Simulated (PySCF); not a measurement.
# Electronic structure of Au⁺ (gold, charge +1) at the PBEsol level

Configuration: [Xe] 4f14 5d9 6p1, one real determinant (an excited configuration). Computed with PySCF 2.14 in ANO-RCC-VTZP, with scalar relativity by spin-free X2C-1e.

| Property | Result |
| --- | --- |
| Total energy | -19007.57 hartree |
| One-electron energy | -26022.23 hartree |
| Hartree (Coulomb) energy | 7378.58 hartree |
| Exchange-correlation energy | -363.91 hartree |
| ⟨S²⟩ | 2.0005 |
| ⟨L²⟩ | 8.025 |
| Sum of ⟨r⟩ | 43.92 bohr |
| Sum of ⟨r²⟩ | 55.49 bohr² |
| Traceless quadrupole moment −½Σ⟨3z² − r²⟩ along its main axis | -4.44 e·bohr² |
| Langevin diamagnetic susceptibility | -43.9 ×10⁻⁶ cm³/mol |
| Time after the integrals | of the order of 6 core-seconds |

```
shell  electrons  mean orbital energy (hartree)  spread (hartree)  rms radius, mean of both spins (bohr)
 1s α          1                    -2955.97917                 0                                 0.0190
 1s β          1                    -2955.97879                 0                                 0.0190
 2s α          1                     -522.03585                 0                                 0.0769
 2s β          1                     -522.03315                 0                                 0.0769
 2p α          3                     -453.58702           0.00501                                 0.0704
 2p β          3                     -453.58467           0.00247                                 0.0704
 3s α          1                     -123.66492                 0                                  0.196
 3s β          1                     -123.66361                 0                                  0.196
 3p α          3                     -103.68712           0.00876                                  0.199
 3p β          3                     -103.68568           0.00724                                  0.199
 3d α          5                      -81.38045           0.01006                                  0.181
 3d β          5                      -81.37832           0.00640                                  0.181
 4s α          1                      -27.21864                 0                                  0.433
 4s β          1                      -27.21569                 0                                  0.433
 4p α          3                      -20.62146           0.01761                                  0.461
 4p β          3                      -20.61856           0.01461                                  0.461
 4d α          5                      -12.45035           0.02259                                  0.493
 4d β          5                      -12.44696           0.01671                                  0.493
 5s α          1                       -4.46854                 0                                  0.984
 5s β          1                       -4.44863                 0                                  0.984
 4f α          7                       -3.49304           0.02278                                  0.549
 4f β          7                       -3.48825           0.01599                                  0.549
 5p α          3                       -2.70715           0.03526                                   1.13
 5p β          3                       -2.68312           0.00790                                   1.13
 5d α          5                       -0.71932           0.04201                                   1.65
 5d β          4                       -0.69131           0.00267                                   1.65
 6p α          1                       -0.32925                 0                                   3.51
```

⟨L²⟩ = 8.02 against 12 for a pure F term, so this real determinant mixes terms. Spin-orbit coupling, absent here, splits the open shell strongly.

Densities and radii are taken from the X2C orbitals without a picture-change correction, which distorts them close to the nucleus.
